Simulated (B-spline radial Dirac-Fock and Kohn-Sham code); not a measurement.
The computed values come from a radial finite-basis atomic code: relaxed Dirac-Fock hole states (ΔSCF) with Breit and QED corrections and a finite nucleus. Free neutral atoms up to Cf, the lines Kα1, Kβ1, Lα1, Lβ1, Lβ2, Lγ1, Lℓ and Mα1 where both subshells are closed (so no Lα of most 3d metals and no Mα of most lanthanides); Na, Y were not searched.

Question: Pb Mα1 is computed at 2348.2 eV. Which of the searched lines of other elements lie within 54 eV and could overlap it in an energy-dispersive spectrum?

Answer: Rh Lℓ at 2374.5 eV (+26); Mo Lβ1 at 2396.2 eV (+48); Mo Lα1 at 2294.5 eV (-54).
